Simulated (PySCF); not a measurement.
Compound: C₄H₇F₂NO.
SMILES with atom numbers: `[H]/[N:1]=[C:2](/[CH2:3][OH:4])[CH2:5][CH:6]([F:7])[F:8]` (hydrogens: H9 on N1; H10, H11 on C3; H12 on O4; H13, H14 on C5; H15 on C6)

Computed, not measured: PBE0-D3(BJ)/def2-SVP geometry optimisation, gas phase (PySCF).

Q: List the bond lengths, angles and torsions at this level.

A: 
| bond | length (Å) | order |
| --- | --- | --- |
| N1=C2 | 1.270 | double |
| C2–C3 | 1.506 | single |
| C3–O4 | 1.379 | single |
| C2–C5 | 1.506 | single |
| C5–C6 | 1.515 | single |
| C6–F7, C6–F8 | 1.351 | single |
| N1–H9 | 1.022 | single |
| C3–H10, C3–H11 | 1.110 | single |
| O4–H12 | 0.976 | single |
| C5–H13, C5–H14 | 1.101 | single |
| C6–H15 | 1.105 | single |

Bonds in one row agree within 0.01 Å and their mean is given. Orders are formal, as drawn. A selection of angles:
| angle | degrees |
| --- | --- |
| N1–C2–C3 | 116.2 |
| N1–C2–C5 | 125.8 |
| C3–C2–C5 | 118.1 |
| C2–C3–O4 | 112.0 |
| C2–C5–C6 | 112.8 |
| C5–C6–F7 | 110.4 |
| F7–C6–F8 | 107.8 |
| H9–N1–C2 | 113.2 |
| H12–O4–C3 | 104.4 |

Torsions: N1–C2–C3–O4 -1° (synperiplanar); N1–C2–C5–C6 91° (anticlinal); C2–C5–C6–F7 64° (synclinal); H9–N1–C2–C3 -179° (antiperiplanar); H12–O4–C3–C2 1° (synperiplanar). The mirror-image conformer, all signs reversed, is as good.

Of the pairs four or more bonds apart, those above aside, F7···H11 is among the closest relative to their van der Waals radii: 2.47 Å, 93 % of the sum of Bondi's values. O4 (alcohol oxygen) is bent (angle 104.4°). H12 on O4 lies 1.93 Å from N1, 4 bonds away (angle at H 122°; Bondi radii sum to 2.75 Å).

Point group: C1 (no symmetry element, even within 0.4 Å). PBE0-D3(BJ)/def2-SVP frequencies: not computed here. The numbers are those of one conformer (N1–C2–C3–O4 -1°, C2–C3–O4–H 1°, N1–C2–C5–C6 91°, C2–C5–C6–F7 64°).

Hardware: one thread of an Intel Xeon 6975P-C, shared host with 192 logical CPUs at a one-minute load of 128. Cost: 41 s, 0.69 GiB resident at most. This is the geometry optimisation.
